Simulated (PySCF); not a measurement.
O2Ti, SMILES [O]=[Ti]=[O], point group C2v.

Force field and properties: KT2/def2-SVP (PySCF, grid level 2). Vibrational terms come from second-order perturbation theory with semi-diagonal cubic constants, by steps of ±0.6 along the normal coordinates of each isotopologue. The parent has the commonest isotopes.

Equilibrium geometry (Å):

| atom | x | y | z |
| --- | --- | --- | --- |
| O1 | -1.3072 | 0.1293 | -0.2530 |
| Ti2 | 0.0370 | -0.2826 | 0.5502 |
| O3 | 1.3160 | 0.1432 | -0.3473 |

Problem. Give the equilibrium and ground-state rotational constants (MHz) of parent; ¹⁷O at 1.

Solution. 
```json
{"species": "parent", "Ae": "29278", "Be": "9171.2", "Ce": "6983.6", "A0": "29449", "B0": "9139.4", "C0": "6956.7", "Δ0 (u Å²)": "0.189", "harmonic ZPE (cm⁻¹)": "1241"}
{"species": "¹⁷O at 1", "Ae": "28766", "Be": "8893.3", "Ce": "6793.2", "A0": "28930", "B0": "8863.2", "C0": "6767.3", "Δ0 (u Å²)": "0.191", "harmonic ZPE (cm⁻¹)": "1227"}
```

Δ0 = Ic − Ia − Ib from the ground-state constants.

Problem. How is the parent's vibrational correction B0 − Be made up?

Solution. 
```
axis  harmonic  Coriolis  cubic  total (MHz)
   a       170        -0   1.67          171
   b        22        -0  -53.9        -31.8
   c      5.37     -1.21  -31.1          -27
```

Problem. And its quartic centrifugal distortion constants from the harmonic force field?

Solution. Asymmetric top, A reduction, Ir representation: ΔJ = 8.54 kHz, ΔJK = -79.7 kHz, ΔK = 498 kHz, δJ = 3.15 kHz, δK = 13.2 kHz.
